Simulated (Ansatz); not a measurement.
**Molecular dynamics of F₂GeH₄OS**

The input (input.yaml):

```yaml
crystal:
  periodic: [false, false, false]
  atoms:
    - { symbol: Ge, position_ang: [0.117799, 0.353988, -0.054648] }
    - { symbol: F, position_ang: [-0.06182, -0.030404, 1.845785] }
    - { symbol: H, position_ang: [1.455425, 0.064646, -0.690416] }
    - { symbol: O, position_ang: [-1.144467, 1.383459, -0.63938] }
    - { symbol: H, position_ang: [-1.888177, 0.902987, -0.979042] }
    - { symbol: F, position_ang: [-0.674617, -1.169369, -0.308321] }
    - { symbol: S, position_ang: [1.042213, 2.288611, 1.304692] }
    - { symbol: H, position_ang: [2.306227, 1.854751, 1.36774] }
    - { symbol: H, position_ang: [0.373716, 0.94603, 2.078189] }
basis:
  gaussian: { orbitals: def2-SVP }
hamiltonian:
  xc: hf
md:
  timestep: 0.5
  n_steps: 200
  ensemble: nve
  temperature: 300.0
  initial_velocities: maxwell_boltzmann
  seed: 3300
```

Run as:

```bash
$ ansatz run input.yaml --threads 2 --pin off --max-ram 3072MiB --backend cpu --events-out ev --progress --plain --runs-dir out
```

It starts at the highest image of a converged band. Of that band: Neighbouring images differ by up to 1.5 eV, so the band resolves the path poorly. A vibrational analysis at the climbing image gives one clearly imaginary mode, 1128i cm⁻¹: a first-order saddle point.

Output, in part (one step line in 4, the closing report, with atoms numbered from 0):

```
md step     0: t =     0.00 fs  T =   300.0 K  F+E_penalty+E_count = -74787.38478819 eV  E_kin = 0.271446 eV  conserved = -74787.11334219 eV  (33 SCF iters)
md step     4: t =     2.00 fs  T =   270.3 K  F+E_penalty+E_count = -74787.35783905 eV  E_kin = 0.244529 eV  conserved = -74787.11331032 eV  (35 SCF iters)
md step     8: t =     4.00 fs  T =   212.5 K  F+E_penalty+E_count = -74787.30534265 eV  E_kin = 0.192289 eV  conserved = -74787.11305343 eV  (34 SCF iters)
md step    12: t =     6.00 fs  T =   195.1 K  F+E_penalty+E_count = -74787.28969786 eV  E_kin = 0.176514 eV  conserved = -74787.11318432 eV  (36 SCF iters)
md step    16: t =     8.00 fs  T =   184.6 K  F+E_penalty+E_count = -74787.28045762 eV  E_kin = 0.167021 eV  conserved = -74787.11343652 eV  (36 SCF iters)
md step    20: t =    10.00 fs  T =   133.8 K  F+E_penalty+E_count = -74787.23400556 eV  E_kin = 0.121030 eV  conserved = -74787.11297521 eV  (37 SCF iters)
md step    24: t =    12.00 fs  T =   139.0 K  F+E_penalty+E_count = -74787.23872830 eV  E_kin = 0.125796 eV  conserved = -74787.11293221 eV  (38 SCF iters)
md step    28: t =    14.00 fs  T =   202.6 K  F+E_penalty+E_count = -74787.29697260 eV  E_kin = 0.183309 eV  conserved = -74787.11366369 eV  (36 SCF iters)
md step    32: t =    16.00 fs  T =   188.3 K  F+E_penalty+E_count = -74787.28337865 eV  E_kin = 0.170343 eV  conserved = -74787.11303588 eV  (36 SCF iters)
md step    36: t =    18.00 fs  T =   219.0 K  F+E_penalty+E_count = -74787.31147753 eV  E_kin = 0.198152 eV  conserved = -74787.11332503 eV  (36 SCF iters)
md step    40: t =    20.00 fs  T =   258.5 K  F+E_penalty+E_count = -74787.34738862 eV  E_kin = 0.233880 eV  conserved = -74787.11350823 eV  (36 SCF iters)
md step    44: t =    22.00 fs  T =   246.6 K  F+E_penalty+E_count = -74787.33610071 eV  E_kin = 0.223132 eV  conserved = -74787.11296843 eV  (37 SCF iters)
md step    48: t =    24.00 fs  T =   285.6 K  F+E_penalty+E_count = -74787.37193284 eV  E_kin = 0.258393 eV  conserved = -74787.11353964 eV  (36 SCF iters)
md step    52: t =    26.00 fs  T =   287.6 K  F+E_penalty+E_count = -74787.37308587 eV  E_kin = 0.260206 eV  conserved = -74787.11287943 eV  (36 SCF iters)
md step    56: t =    28.00 fs  T =   367.8 K  F+E_penalty+E_count = -74787.44652713 eV  E_kin = 0.332749 eV  conserved = -74787.11377768 eV  (36 SCF iters)
md step    60: t =    30.00 fs  T =   397.7 K  F+E_penalty+E_count = -74787.47313997 eV  E_kin = 0.359878 eV  conserved = -74787.11326210 eV  (36 SCF iters)
md step    64: t =    32.00 fs  T =   434.2 K  F+E_penalty+E_count = -74787.50571990 eV  E_kin = 0.392847 eV  conserved = -74787.11287264 eV  (36 SCF iters)
md step    68: t =    34.00 fs  T =   538.3 K  F+E_penalty+E_count = -74787.60114307 eV  E_kin = 0.487055 eV  conserved = -74787.11408806 eV  (36 SCF iters)
md step    72: t =    36.00 fs  T =   569.6 K  F+E_penalty+E_count = -74787.62831994 eV  E_kin = 0.515390 eV  conserved = -74787.11293028 eV  (36 SCF iters)
md step    76: t =    38.00 fs  T =   638.0 K  F+E_penalty+E_count = -74787.69102530 eV  E_kin = 0.577249 eV  conserved = -74787.11377630 eV  (36 SCF iters)
md step    80: t =    40.00 fs  T =   655.9 K  F+E_penalty+E_count = -74787.70610379 eV  E_kin = 0.593437 eV  conserved = -74787.11266712 eV  (36 SCF iters)
md step    84: t =    42.00 fs  T =   771.9 K  F+E_penalty+E_count = -74787.81286229 eV  E_kin = 0.698452 eV  conserved = -74787.11441029 eV  (36 SCF iters)
md step    88: t =    44.00 fs  T =   786.5 K  F+E_penalty+E_count = -74787.82443801 eV  E_kin = 0.711627 eV  conserved = -74787.11281078 eV  (36 SCF iters)
md step    92: t =    46.00 fs  T =   849.3 K  F+E_penalty+E_count = -74787.88229353 eV  E_kin = 0.768502 eV  conserved = -74787.11379121 eV  (36 SCF iters)
md step    96: t =    48.00 fs  T =   866.2 K  F+E_penalty+E_count = -74787.89663418 eV  E_kin = 0.783781 eV  conserved = -74787.11285327 eV  (36 SCF iters)
md step   100: t =    50.00 fs  T =   942.7 K  F+E_penalty+E_count = -74787.96732311 eV  E_kin = 0.852980 eV  conserved = -74787.11434313 eV  (35 SCF iters)
md step   104: t =    52.00 fs  T =   937.0 K  F+E_penalty+E_count = -74787.96110913 eV  E_kin = 0.847855 eV  conserved = -74787.11325456 eV  (35 SCF iters)
md step   108: t =    54.00 fs  T =   964.7 K  F+E_penalty+E_count = -74787.98617523 eV  E_kin = 0.872861 eV  conserved = -74787.11331395 eV  (35 SCF iters)
md step   112: t =    56.00 fs  T =  1011.1 K  F+E_penalty+E_count = -74788.02813614 eV  E_kin = 0.914852 eV  conserved = -74787.11328381 eV  (35 SCF iters)
md step   116: t =    58.00 fs  T =  1064.7 K  F+E_penalty+E_count = -74788.07698487 eV  E_kin = 0.963381 eV  conserved = -74787.11360374 eV  (35 SCF iters)
md step   120: t =    60.00 fs  T =  1105.6 K  F+E_penalty+E_count = -74788.11453491 eV  E_kin = 1.000371 eV  conserved = -74787.11416435 eV  (38 SCF iters)
md step   124: t =    62.00 fs  T =  1109.3 K  F+E_penalty+E_count = -74788.11658920 eV  E_kin = 1.003761 eV  conserved = -74787.11282793 eV  (35 SCF iters)
md step   128: t =    64.00 fs  T =  1192.7 K  F+E_penalty+E_count = -74788.19337677 eV  E_kin = 1.079204 eV  conserved = -74787.11417310 eV  (35 SCF iters)
md step   132: t =    66.00 fs  T =  1181.2 K  F+E_penalty+E_count = -74788.18133334 eV  E_kin = 1.068753 eV  conserved = -74787.11258006 eV  (35 SCF iters)
md step   136: t =    68.00 fs  T =  1235.7 K  F+E_penalty+E_count = -74788.23258934 eV  E_kin = 1.118069 eV  conserved = -74787.11451987 eV  (35 SCF iters)
md step   140: t =    70.00 fs  T =  1220.6 K  F+E_penalty+E_count = -74788.21695381 eV  E_kin = 1.104422 eV  conserved = -74787.11253140 eV  (34 SCF iters)
md step   144: t =    72.00 fs  T =  1335.6 K  F+E_penalty+E_count = -74788.32318090 eV  E_kin = 1.208489 eV  conserved = -74787.11469155 eV  (34 SCF iters)
md step   148: t =    74.00 fs  T =  1339.1 K  F+E_penalty+E_count = -74788.32400514 eV  E_kin = 1.211601 eV  conserved = -74787.11240415 eV  (34 SCF iters)
md step   152: t =    76.00 fs  T =  1441.1 K  F+E_penalty+E_count = -74788.41800482 eV  E_kin = 1.303956 eV  conserved = -74787.11404848 eV  (34 SCF iters)
md step   156: t =    78.00 fs  T =  1502.2 K  F+E_penalty+E_count = -74788.47216212 eV  E_kin = 1.359213 eV  conserved = -74787.11294926 eV  (34 SCF iters)
md step   160: t =    80.00 fs  T =  1618.6 K  F+E_penalty+E_count = -74788.57901588 eV  E_kin = 1.464527 eV  conserved = -74787.11448918 eV  (34 SCF iters)
md step   164: t =    82.00 fs  T =  1643.7 K  F+E_penalty+E_count = -74788.60077059 eV  E_kin = 1.487233 eV  conserved = -74787.11353712 eV  (36 SCF iters)
md step   168: t =    84.00 fs  T =  1675.0 K  F+E_penalty+E_count = -74788.62894403 eV  E_kin = 1.515588 eV  conserved = -74787.11335615 eV  (34 SCF iters)
md step   172: t =    86.00 fs  T =  1709.7 K  F+E_penalty+E_count = -74788.66079485 eV  E_kin = 1.547003 eV  conserved = -74787.11379165 eV  (34 SCF iters)
md step   176: t =    88.00 fs  T =  1680.8 K  F+E_penalty+E_count = -74788.63401619 eV  E_kin = 1.520776 eV  conserved = -74787.11323993 eV  (34 SCF iters)
md step   180: t =    90.00 fs  T =  1667.8 K  F+E_penalty+E_count = -74788.62354218 eV  E_kin = 1.509069 eV  conserved = -74787.11447270 eV  (34 SCF iters)
md step   184: t =    92.00 fs  T =  1598.1 K  F+E_penalty+E_count = -74788.55873474 eV  E_kin = 1.446001 eV  conserved = -74787.11273355 eV  (35 SCF iters)
md step   188: t =    94.00 fs  T =  1617.3 K  F+E_penalty+E_count = -74788.57796403 eV  E_kin = 1.463384 eV  conserved = -74787.11457970 eV  (35 SCF iters)
md step   192: t =    96.00 fs  T =  1520.1 K  F+E_penalty+E_count = -74788.48765752 eV  E_kin = 1.375438 eV  conserved = -74787.11221962 eV  (36 SCF iters)
md step   196: t =    98.00 fs  T =  1536.0 K  F+E_penalty+E_count = -74788.50419465 eV  E_kin = 1.389792 eV  conserved = -74787.11440274 eV  (35 SCF iters)
md step   200: t =   100.00 fs  T =  1477.8 K  F+E_penalty+E_count = -74788.44987699 eV  E_kin = 1.337109 eV  conserved = -74787.11276807 eV  (38 SCF iters)
Total energy: -74788.44987699 eV, -2748.4248395475 hartree
Atom 0 at     0.170605     0.626137    -0.490242 Å, force    -0.029065     0.235525     2.204128 eV/Å
Atom 1 at    -0.529792    -0.697713     3.075803 Å, force    -1.678946     1.603815     0.765222 eV/Å
Atom 2 at     0.965604     0.345835    -1.766127 Å, force    -0.099477     0.062536     0.356696 eV/Å
Atom 3 at    -1.351766     1.424656    -0.834398 Å, force     0.069914    -0.545572    -0.063978 eV/Å
Atom 4 at    -2.146426     1.055521    -0.466128 Å, force     0.248814     0.083717    -0.059877 eV/Å
Atom 5 at    -0.136722    -0.876147     0.374801 Å, force     0.073223     0.912563    -1.282991 eV/Å
Atom 6 at     1.061800     1.913460     1.234794 Å, force    -0.183223    -0.818220    -1.507646 eV/Å
Atom 7 at     2.139468     1.127976     1.369443 Å, force    -0.087962     0.088130     0.148046 eV/Å
Atom 8 at    -1.166918    -0.041542     3.285728 Å, force     1.686721    -1.622494    -0.559601 eV/Å
Dipole moment:    -0.148898     0.130314    -0.215944 e Å
```

The run went to its last step. The conserved energy stayed within 0.18 meV per atom of its start (net change 0.064 meV per atom), so the integration is sound. The kinetic energy rose, since the run started high on the potential surface and went downhill. It ends in pieces (FGeH3OS + FH), so much of that is their flight and rotation, not heat. A run of 0.1 ps of so small a system gives no equilibrium averages. The orbitals stay closed-shell, which can raise the energy where a bond breaks towards radicals; this wasn't checked here.

Between its relaxed ends the band would form Ge1–S7, F2–H9 and break Ge1–F2, S7–H9. These pairs go: Ge1–S7 2.54 → 2.33 Å, F2–H9 1.09 → 0.94 Å, Ge1–F2 1.95 → 3.87 Å, S7–H9 1.69 → 3.60 Å. In the last frame they stand as after the step (other bonds may differ from the relaxed reactants and products). It ends as FGeH3OS + FH. Pairs count as bonded within 1.25 times the sum of covalent radii (0.12 Å more for H–H).

Last frame:

```xyz
9
Properties=species:S:1:pos:R:3
Ge 0.171 0.626 -0.490
F -0.530 -0.698 3.076
H 0.966 0.346 -1.766
O -1.352 1.425 -0.834
H -2.146 1.056 -0.466
F -0.137 -0.876 0.375
S 1.062 1.913 1.235
H 2.139 1.128 1.369
H -1.167 -0.042 3.286
```

Run time: 6 min on 2 threads of Arm Neoverse V1, on a shared host, peak memory 0.26 GiB.
